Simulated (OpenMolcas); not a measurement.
Mo4+ (d2) in a complex was computed by CASSCF with the d shell active (OpenMolcas, ANO-RCC-VDZP on the metal). Its lowest spin-free states, and all those of the highest spin:

```csv
2S+1,Degeneracy,E (cm-1)
3,2,0.0
3,1,1060
1,1,6867
1,2,7844
1,2,9625
3,2,12826
3,1,18013
3,1,18343
1,1,18670
1,2,20358
3,2,21870
1,2,25242
3,1,41691
```

Question: Is the site octahedral, tetrahedral or cube-like, axial, or of lower symmetry?

Answer: The states with 2S+1 = 3 have orbital degeneracies 2, 1, 2, 1, 1, 2, 1. There are pairs but no triples, so the site is axial: not cubic, but with a proper or improper axis of order three or more. The run had Mo4+ with 3 ligands (chloride) in trigonal planar coordination (D3h) at 2.21 Å. Ligand basis ANO-RCC-VDZP.

An orbital doublet at a regular site is open to a Jahn-Teller distortion, which this geometry leaves out. Without dynamic correlation the repulsion within the d shell is too large (B by tens of per cent), so at a given field states of lower spin stand too high. The least metal-like active orbital is 66 % on the metal (Löwdin) and no ligand orbital is active, so the numbers are rough. With metal d orbitals alone the field can be off either way by tens of per cent. Ligand-to-metal charge-transfer states are missing. With no ligand orbital active B as a rule stays too high, so bands that hang on it stand too high and its fall with covalency is understated. No measured value stands beside these numbers; the geometry is a model, was not optimised and need not be the one that this ion takes.
